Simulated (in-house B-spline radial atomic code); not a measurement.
**The selenium ion Se¹²⁺: 1s1 2s2 2p6 3s2 3p6 3d5 (with a hole in an inner shell)**

Computed with an all-electron radial atomic-structure program (B-spline basis): Dirac-Hartree-Fock, average of configuration, Fermi nucleus of rms radius 4.14 fm.

Effective charges: Z_r = [3n² - l(l+1)]/(2<r>) from the radius, Z_e = n√(-2ε) from the energy, and Slater's rules. Values are occupation-weighted means over j. An effective charge above Z reflects the relativistic contraction of the inner shells.

```
shell  electrons   ε (eV)  <r> (bohr)    Z_r    Z_e  Slater
   1s          1   -13551     0.04384  34.22  31.56   34.00
   2s          2  -2127.2      0.1906  31.48  25.01   30.70
   2p          6  -1939.1      0.1654  30.22  23.88   30.70
   3s          2  -568.01      0.5242  25.75  19.38   23.75
   3p          6  -498.72      0.5222  23.94  18.16   23.75
   3d          5  -391.22      0.4958  21.18  16.09   15.60
```

The least bound orbital is 3d5/2 at -390.6 eV, while the most diffuse is 3p3/2 (<r> = 0.5247 bohr against 0.4967 bohr): energy order and size order differ. The part-filled 1s shell lies below the filled 3p shell in orbital energy.

Spin-orbit splittings of the orbital energies (j = l + 1/2 above j = l - 1/2 when positive): 2p 46.73 eV, 3p 8.121 eV, 3d 1.455 eV.

For the 1s electron the small component carries 1.54 % of the norm, the zero-frequency Breit interaction raises the level by 6.357 eV, self-energy by 10.45 eV, and vacuum polarisation lowers it by 1.048 eV.
